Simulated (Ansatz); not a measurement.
`[OH][GeH]([F])[SiH2]Cl` → `[OH][GeH]` + `F[SiH2]Cl`  (germylene formation by 1,1-elimination)

Gas-phase electronic energies from Ansatz, PBE0-D4/def2-TZVP geometries. CCSD(T)/CBS adds triple-zeta CCSD(T) − MP2 to the extrapolated MP2 energy (def2 sets, frozen cores). This one scheme is used for every species. Functionals use def2-TZVPP. B3LYP here is the variant with VWN-RPA as its local correlation; programs differ in this. For Ge outer-core shells are correlated without core-valence functions, which leaves a few kJ/mol of doubt a bond. Scalar relativity is left out up to krypton. Each species was taken in one conformer, which may not be the lowest.

| level | ΔE (kcal/mol) |
| --- | --- |
| PBE-D4 | 12.4 |
| r2SCAN-D4 | 13.6 |
| B3LYP-D4 | 7.8 |
| r2SCAN | 13.0 |
| SCS-MP2/def2-TZVPP | 10.5 |
| MP2/def2-QZVPP | 11.8 |
| SCS-MP2/def2-QZVPP | 9.5 |
| HF/CBS(def2) | 4.8 |

Question: What does CCSD(T)/CBS give? (An estimate is asked.)

Answer: Ansatz gave: +9.7 kcal/mol. The listed levels differ from it by 2.7, 3.9, -1.9, 3.3, 0.8, 2.1, -0.2, -4.9 kcal/mol.

Largest T1 diagnostic among the species: 0.016.

In def2-TZVPP, CCSD(T) changes the Hartree–Fock value by +6.1 kcal/mol (the triples alone add +0.9 kcal/mol) and MP2 by +7.6 kcal/mol. The D4 term adds +3.7 kcal/mol with B3LYP and +2.1 kcal/mol with PBE0; it sums over pairs of atoms, weighted by their polarisabilities, and B3LYP, whose exchange is more repulsive, gets the larger term.
